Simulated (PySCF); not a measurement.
A GIAO shielding run with PySCF (density fitting, non-relativistic, gas phase) on `CC(C)[C@H]([SiH3])C(=O)CC#N`, C7H13NOSi:

```
$ OMP_NUM_THREADS=1 python probes_run.py task.json out

{"job": {"kind": "nmr", "xc": "PBE0", "basis": "pcSseg-1"}, "charge": 0, "multiplicity": 1}
C     -1.673408    -1.384044     0.466678
C     -1.357956     0.083987     0.171595
C     -1.876071     0.468820    -1.208712
C      0.152488     0.336153     0.352309
Si     0.651429     2.167850    -0.005805
C      0.999533    -0.510546    -0.522808
O      0.900749    -0.588852    -1.722844
C      2.086961    -1.323523     0.203552
C      2.830320    -0.519516     1.129528
N      3.414358     0.138368     1.860600
H     -2.748228    -1.550523     0.451849
H     -1.300110    -1.673569     1.448174
H     -1.220206    -2.028823    -0.284436
H     -1.872288     0.699614     0.919588
H     -1.323253    -0.055183    -1.983085
H     -1.774598     1.539194    -1.375091
H     -2.928540     0.206182    -1.295466
H      0.397077     0.130578     1.399136
H      1.943003     2.401511     0.633339
H     -0.391476     2.996047     0.601807
H      0.728900     2.383126    -1.446380
H      2.766537    -1.758848    -0.534460
H      1.590027    -2.131019     0.751010
```

Hardware: 1 thread of an Arm Neoverse V1, shared host. The job also computes population analyses, field gradients.

(1) How large is the calculation?

(2) How long does it take, and how much memory does it need?

Answers

(1) 84 electrons, 242 basis functions and 1269 auxiliary functions.

(2) 72 s of wall time, with 16 SCF cycles and 5 response iterations; peak memory 1 GiB. Times on a shared host scatter by some tens of per cent.
